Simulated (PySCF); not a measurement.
# Computed records: CH3Al2B, CH9NSi2, AlBH3N2, AlBH2NO and others

All values are calculated (PySCF 2.14.0). Calculation on a computer-drawn molecule: the log of a Hartree-Fock and frozen-core CCSD(T) single point meant for a local Hartree-Fock minimum, with one planted fault or none, to be diagnosed. Offsets are logged minus clean, where the clean run is the same molecule without the fault. The reference is restricted for singlets and unrestricted otherwise, and also for a bond in bohr or an excited solution. Adding or removing an electron swaps singlet and doublet. The excited solution moves the top pair (singlet) or top alpha electron (doublet) to the lowest empty orbital. Highest occupied and lowest empty are orbital energies over both spins, largest force is the largest gradient component, triples share is (T) over the correlation energy, the T1 limit is 0.02 restricted and 0.045 unrestricted, electrons count all cores, a negative frequency is imaginary (commonest isotopes), and the dipole is about the centre of nuclear charge.

Common to all runs: logged SCF converged yes; possible faults no fault, one electron removed, one electron added, multiplicity raised by two, geometry at a saddle point, SCF held on an excited solution, minimal basis STO-3G, one bond length entered in bohr, all coordinates scaled.

(1) CH3Al2B

Logged structure:
```xyz
7
CH3Al2B
Al    -0.9597     1.8723     1.7069
C     -0.7037     0.8811     3.4190
B      0.1749    -0.1778     3.3527
Al     1.5533    -1.7395     2.9930
H     -1.2861     1.2720     4.2500
H      1.9661    -2.7147     4.1631
H      2.1599    -1.9147     1.5447
```

| Property | Result |
| --- | --- |
| meant charge | 0 |
| meant multiplicity | 1 |
| meant basis | cc-pV(D+d)Z |
| logged electrons | 40 |
| logged basis functions | 31 |
| logged spin squared | 0 |
| logged highest occupied | -3.7862 eV |
| logged lowest empty | 8.1433 eV |
| logged largest force | 0.052324 hartree/bohr |
| logged T1 diagnostic | 0.022686 |
| logged D1 diagnostic | 0.083142 |
| logged triples share | 0.024373 |
| logged CC converged | yes |
| logged dipole magnitude | 1.7182 debye |
| logged SCF stable within its kind | yes |
| logged energy HF | -541.4085 hartree |
| logged energy CCSD(T) | -541.62568 hartree |
| planted fault | minimal basis STO-3G |
| HF energy offset from clean run | 4176 kcal/mol |
| CCSD(T) energy offset from clean run | 4278 kcal/mol |

Drawn bonds:
| atom | other atom | order |
| --- | --- | --- |
| 1 | 2 | 1 |
| 2 | 3 | 2 |
| 3 | 4 | 1 |
| 2 | 5 | 1 |
| 4 | 6 | 1 |
| 4 | 7 | 1 |

Notes: T1 above single-reference limit.

(2) CH9NSi2

Logged structure:
```xyz
13
CH9NSi2
C      0.2582     0.1743    -0.8340
N     -0.9472    -0.5847    -0.5605
Si    -2.4027     0.0870     0.0786
Si    -2.2283     1.0148     2.2596
H     -0.0062     1.1786    -1.1715
H      0.9161     0.2804     0.0369
H      0.8342    -0.2924    -1.6361
H     -0.7665    -1.5497    -0.3587
H     -2.8791     1.1627    -0.8272
H     -3.4038    -1.0071     0.1153
H     -1.2299     2.1152     2.2974
H     -1.8044    -0.0182     3.2404
H     -3.5363     1.5644     2.7009
```

| Item | Value |
| --- | --- |
| meant charge | 0 |
| meant multiplicity | 1 |
| meant basis | cc-pV(D+d)Z |
| logged electrons | 50 |
| logged basis functions | 119 |
| logged spin squared | 2.0209 |
| logged highest occupied | -2.8721 eV |
| logged lowest empty | -0.055293 eV |
| logged largest force | 0.081427 hartree/bohr |
| logged T1 diagnostic | 0.039951 |
| logged D1 diagnostic | 0.26898 |
| logged triples share | 0.031755 |
| logged CC converged | yes |
| logged dipole magnitude | 5.8749 debye |
| logged SCF stable within its kind | yes |
| logged energy HF | -675.24633 hartree |
| logged energy CCSD(T) | -675.85359 hartree |
| planted fault | multiplicity raised by two |
| HF energy offset from clean run | 121.1 kcal/mol |
| CCSD(T) energy offset from clean run | 120.9 kcal/mol |

Drawn bonds:
| atom | other atom | order |
| --- | --- | --- |
| 1 | 2 | 1 |
| 2 | 3 | 1 |
| 3 | 4 | 1 |
| 1 | 5 | 1 |
| 1 | 6 | 1 |
| 1 | 7 | 1 |
| 2 | 8 | 1 |
| 3 | 9 | 1 |
| 3 | 10 | 1 |
| 4 | 11 | 1 |
| 4 | 12 | 1 |
| 4 | 13 | 1 |

(3) AlBH3N2

Logged structure:
```xyz
7
AlBH3N2
N     -0.0300     0.3951     1.0131
B      0.4824    -0.4000     0.0446
N      0.9704    -1.1571    -0.8782
Al     2.1581    -3.0044    -3.1234
H     -0.2541     1.3592     0.8574
H     -0.2141     0.0654     1.9411
H      2.7396    -3.9084    -4.2223
```

| Quantity | Value |
| --- | --- |
| meant charge | 1 |
| meant multiplicity | 1 |
| meant basis | cc-pV(D+d)Z |
| logged electrons | 34 |
| logged basis functions | 80 |
| logged spin squared | 1.038 |
| logged highest occupied | -14.134 eV |
| logged lowest empty | -5.057 eV |
| logged largest force | 0.027031 hartree/bohr |
| logged T1 diagnostic | 0.026323 |
| logged D1 diagnostic | 0.10979 |
| logged triples share | 0.030139 |
| logged CC converged | yes |
| logged dipole magnitude | 4.8625 debye |
| logged SCF stable within its kind | yes |
| logged energy HF | -376.96334 hartree |
| logged energy CCSD(T) | -377.4144 hartree |
| planted fault | one bond length entered in bohr, row 3 of the drawn bonds |
| HF energy offset from clean run | 90.52 kcal/mol |
| CCSD(T) energy offset from clean run | 107.6 kcal/mol |

Drawn bonds:
| atom | other atom | order |
| --- | --- | --- |
| 1 | 2 | 1 |
| 2 | 3 | 1 |
| 3 | 4 | 2 |
| 1 | 5 | 1 |
| 1 | 6 | 1 |
| 4 | 7 | 1 |

(4) AlBH2NO

Logged structure:
```xyz
6
AlBH2NO
O     -1.9566     2.0150     0.0304
B     -1.4997     0.8269    -0.1465
N     -0.9960    -0.3464    -0.2841
Al    -0.2704    -1.8401    -0.3988
H     -2.7444     2.3299    -0.3980
H      0.3909    -3.2226    -0.5129
```

| Property | Result |
| --- | --- |
| meant charge | 1 |
| meant multiplicity | 1 |
| meant basis | cc-pV(D+d)Z |
| logged electrons | 34 |
| logged basis functions | 75 |
| logged spin squared | 0 |
| logged highest occupied | -8.8885 eV |
| logged lowest empty | -11.427 eV |
| logged largest force | 0.16445 hartree/bohr |
| logged CC converged | no |
| logged dipole magnitude | 4.3879 debye |
| logged SCF stable within its kind | no |
| logged energy HF | -396.3284 hartree |
| planted fault | SCF held on an excited solution |
| HF energy offset from clean run | 384.8 kcal/mol |

Drawn bonds:
| atom | other atom | order |
| --- | --- | --- |
| 1 | 2 | 1 |
| 2 | 3 | 1 |
| 3 | 4 | 2 |
| 1 | 5 | 1 |
| 4 | 6 | 1 |

Notes: CCSD not converged.

(5) CH5OSi

Logged structure:
```xyz
8
CH5OSi
C      0.0271    -0.3558    -0.1831
Si     1.2718    -1.0022     0.9789
O      1.2939    -0.7057     2.5203
H     -0.4673    -1.2007    -0.6753
H     -0.7183     0.2713     0.3062
H      0.5386     0.2192    -0.9630
H      2.3737    -1.8637     0.5797
H      0.7208    -0.1873     3.0752
```

| Item | Value |
| --- | --- |
| meant charge | 1 |
| meant multiplicity | 1 |
| meant basis | cc-pV(D+d)Z |
| logged electrons | 31 |
| logged basis functions | 76 |
| logged spin squared | 0.7821 |
| logged highest occupied | -26.876 eV |
| logged lowest empty | -16.612 eV |
| logged largest force | 0.085685 hartree/bohr |
| logged T1 diagnostic | 0.037265 |
| logged D1 diagnostic | 0.19579 |
| logged triples share | 0.030777 |
| logged CC converged | yes |
| logged dipole magnitude | 4.1129 debye |
| logged SCF stable within its kind | yes |
| logged energy HF | -403.70726 hartree |
| logged energy CCSD(T) | -404.15195 hartree |
| planted fault | one electron removed |
| HF energy offset from clean run | 410.8 kcal/mol |
| CCSD(T) energy offset from clean run | 418.6 kcal/mol |

Drawn bonds:
| atom | other atom | order |
| --- | --- | --- |
| 1 | 2 | 1 |
| 2 | 3 | 1 |
| 1 | 4 | 1 |
| 1 | 5 | 1 |
| 1 | 6 | 1 |
| 2 | 7 | 1 |
| 3 | 8 | 1 |

(6) FHOSi2

Logged structure:
```xyz
5
FHOSi2
O     -2.6260    -1.1640    -0.8288
Si    -2.0662    -0.0932    -0.1219
F     -0.8156    -0.1841     0.7093
Si    -2.7776     2.0274    -0.0575
H     -3.5233     1.7279     1.1129
```

| Property | Result |
| --- | --- |
| meant charge | 0 |
| meant multiplicity | 1 |
| meant basis | cc-pV(D+d)Z |
| logged electrons | 46 |
| logged basis functions | 79 |
| logged spin squared | 0 |
| logged highest occupied | -9.8787 eV |
| logged lowest empty | -0.68928 eV |
| logged largest force | 0.11834 hartree/bohr |
| logged T1 diagnostic | 0.019471 |
| logged D1 diagnostic | 0.05452 |
| logged triples share | 0.025268 |
| logged CC converged | yes |
| logged dipole magnitude | 3.7103 debye |
| logged SCF stable within its kind | yes |
| logged energy HF | -752.73116 hartree |
| logged energy CCSD(T) | -753.30087 hartree |
| planted fault | all coordinates scaled, by -6.1 % |
| HF energy offset from clean run | 17.11 kcal/mol |
| CCSD(T) energy offset from clean run | 24.42 kcal/mol |

Drawn bonds:
| atom | other atom | order |
| --- | --- | --- |
| 1 | 2 | 2 |
| 2 | 3 | 1 |
| 2 | 4 | 1 |
| 4 | 5 | 1 |

(7) AlBFH2

Logged structure:
```xyz
5
AlBFH2
B     -2.4605    -0.3918     3.1692
Al    -1.3376    -1.8899     2.0990
F      0.3203    -1.8024     1.9861
H     -2.9435     0.5442     2.5910
H     -2.7681    -0.5586     4.3187
```

| Item | Value |
| --- | --- |
| meant charge | 0 |
| meant multiplicity | 2 |
| meant basis | cc-pV(D+d)Z |
| logged electrons | 29 |
| logged basis functions | 61 |
| logged spin squared | 1.0112 |
| logged highest occupied | -6.6065 eV |
| logged lowest empty | -1.0935 eV |
| logged largest force | 0.045487 hartree/bohr |
| logged dipole magnitude | 3.704 debye |
| logged SCF stable within its kind | no |
| logged energy HF | -367.14258 hartree |
| planted fault | SCF held on an excited solution |
| HF energy offset from clean run | 47.76 kcal/mol |

Drawn bonds:
| atom | other atom | order |
| --- | --- | --- |
| 1 | 2 | 1 |
| 2 | 3 | 1 |
| 1 | 4 | 1 |
| 1 | 5 | 1 |

Notes: coupled-cluster numbers left out as unreliable.

(8) FH3NSi

Logged structure:
```xyz
6
FH3NSi
N      2.0274    -1.3622     1.3995
Si     0.9440    -0.8334     0.0514
F      2.0863    -0.3692    -1.1359
H      2.8252    -0.7820     1.5926
H      2.3370    -2.3130     1.3345
H      0.7089     0.5956     0.5868
```

| Quantity | Value |
| --- | --- |
| meant charge | -1 |
| meant multiplicity | 1 |
| meant basis | aug-cc-pV(D+d)Z |
| logged electrons | 34 |
| logged basis functions | 105 |
| logged spin squared | 0 |
| logged highest occupied | -2.0209 eV |
| logged lowest empty | 4.1133 eV |
| logged largest force | 5.959e-06 hartree/bohr |
| logged lowest frequency | 267.2 cm⁻¹ |
| logged T1 diagnostic | 0.015547 |
| logged D1 diagnostic | 0.034692 |
| logged triples share | 0.02911 |
| logged CC converged | yes |
| logged dipole magnitude | 3.523 debye |
| logged SCF stable within its kind | yes |
| logged energy HF | -444.65168 hartree |
| logged energy CCSD(T) | -445.20261 hartree |
| planted fault | no fault |
| HF energy offset from clean run | 0 kcal/mol |
| CCSD(T) energy offset from clean run | 0 kcal/mol |

Drawn bonds:
| atom | other atom | order |
| --- | --- | --- |
| 1 | 2 | 1 |
| 2 | 3 | 1 |
| 1 | 4 | 1 |
| 1 | 5 | 1 |
| 2 | 6 | 1 |
